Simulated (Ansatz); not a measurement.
def2 core potentials replace the inner electrons of Te.

Species: C3H8OTe, SMILES `O[Te]C(C)C` with one electron removed (charge 1, multiplicity 2), formula C3H8OTe.

Question: How many basis functions does frozen-core CCSD(T)/def2-TZVPP // B3LYP-D3(BJ)/def2-SVP run with Ansatz (an electronic-structure program) use, how many core orbitals are frozen, and how many electrons are correlated?

Answer: 286 basis functions and 8 frozen orbitals, which leaves 41 correlated electrons (filled d shells below the valence shell are correlated). Core time is of the order of hours.
